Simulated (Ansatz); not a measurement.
The same path of Cl + GeH4 (6 atoms, charge 0, multiplicity 2) was run 3 times with different band settings. Lost on the way: Ge1–H2. Made: H2–Cl6.

Method: Ansatz, UHF/def2-SVP.

Relaxed end points:

```xyz
6
Properties=species:S:1:pos:R:3
Ge 0.005 0.000 -0.240
H 0.024 0.000 1.293
H 1.443 0.000 -0.772
H -0.724 1.251 -0.745
H -0.724 -1.251 -0.745
Cl -0.024 0.000 4.930
```

```xyz
6
Properties=species:S:1:pos:R:3
Ge 0.000 0.000 -0.596
H 0.001 0.000 3.102
H 1.462 0.000 -1.054
H -0.732 1.267 -1.053
H -0.732 -1.267 -1.053
Cl 0.002 0.000 4.374
```

Common settings: movable images 5; climbing image yes; spring 5.0 eV/Å²; start path through a guess of the saddle point; force threshold 0.05 eV/Å; iteration limit 60; end points relaxed.

| run | optimiser | largest step |
| --- | --- | --- |
| 1 | quadratic models (default) | default |
| 2 | fire | 0.02 Å |
| 3 | lbfgs | 0.5 Å |

**Question.** What does each run give, and how far can it be trusted?

**Answer.** Run 1: converged after 9 iterations, highest image 0.468 eV above the first end. A vibrational analysis at the climbing image gives one clearly imaginary mode, 1468i cm⁻¹: a first-order saddle point.
Run 2: converged after 24 iterations, highest image 0.468 eV above the first end. Another band between the same ends (5 images) ends at a top of the same energy, where a vibrational analysis finds 1 clearly imaginary mode.
Run 3: converged after 22 iterations, highest image 0.468 eV above the first end. Another band between the same ends (5 images) ends at a top of the same energy, where a vibrational analysis finds 1 clearly imaginary mode.
